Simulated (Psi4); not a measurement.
A dimer, F4Si ··· H3ClSi (SMILES F[Si](F)(F)F and [SiH3]Cl); the first 5 atoms form monomer A.

```
10

F      1.5161    -0.2378    -0.3189
Si     0.0001     0.0000     0.0001
F     -0.2507     1.5283     0.2403
F     -0.8702    -0.4881    -1.2084
F     -0.3953    -0.8025     1.2869
Si    -1.3864    -3.9664    -0.1083
Cl     0.5931    -3.5799    -0.5574
H     -2.2358    -3.1447    -0.9923
H     -1.6226    -3.6153     1.3056
H     -1.6456    -5.4018    -0.3331
```

Problem. What interaction energy does SAPT0/jun-cc-pVDZ, frozen core run with Psi4 1.11 give, and which attractive term is the largest?

Solution. Total -1.94 kJ/mol: electrostatics -7.20, exchange 13.05, induction -1.37, dispersion -6.42. The most attractive term is electrostatics.
